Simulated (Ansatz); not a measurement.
`[SiH3][N]1[CH2][AlH]1`, relaxed with RKS PBE0-D4/def2-TZVP in the Gaussian-basis code of Ansatz from a PBE-D4/def2-SVP geometry. The force threshold is 0.005 eV/Å; the program also tests the step.

Total charge 0; spin multiplicity 1.

Start:

```xyz
10

Si    1.459    0.461    0.434
N    -0.010   -0.110   -0.306
C    -1.378   -0.152    0.379
Al   -1.197   -0.771   -1.445
H     1.356    1.912    0.846
H     1.798   -0.322    1.681
H     2.582    0.315   -0.559
H    -1.446   -0.844    1.245
H    -1.802    0.841    0.641
H    -1.362   -1.329   -2.916
```

**Question.** By how much does the energy fall, and how many steps does the optimiser take? (Estimate.)

**Answer.** The calculation gave: 5.60 kJ/mol, in 6 steps.

**Question.** Which bonds change most? (An estimate is asked.)

**Answer.** Ansatz gave: Si1–N2 from 1.741 to 1.707 Å; C3–Al4 from 1.935 to 1.901 Å; N2–Al4 from 1.773 to 1.743 Å; C3–H9 from 1.111 to 1.092 Å.

**Question.** Give the relaxed structure. (Best estimate.)

**Answer.** The calculation gave: 
```xyz
10

Si    1.436    0.452    0.430
N     0.012   -0.115   -0.323
C    -1.355   -0.147    0.364
Al   -1.173   -0.760   -1.426
H     1.305    1.878    0.852
H     1.760   -0.332    1.658
H     2.569    0.337   -0.528
H    -1.408   -0.820    1.222
H    -1.749    0.838    0.620
H    -1.398   -1.330   -2.870
```
